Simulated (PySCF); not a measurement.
**Correlation energy of Cu (copper, neutral)**

[Ar] 3d9 4s2, 2D determinant (an excited configuration). Computed with PySCF 2.14 in aug-cc-pVDZ-DK (7s6p4d2f, 59 functions), with scalar relativity by spin-free X2C-1e. Frozen: [Ar]; 11 electrons correlated.

```csv
level,correlation energy (mhartree)
CCSD,-355.03
(T),-10.80
CCSD(T),-365.83
```

Diagnostics: T1 = 0.022, D1 = 0.0585, largest double amplitude 0.062.

Is a single reference adequate?

Yes: T1 lies below 0.03 and no double amplitude reaches 0.07.
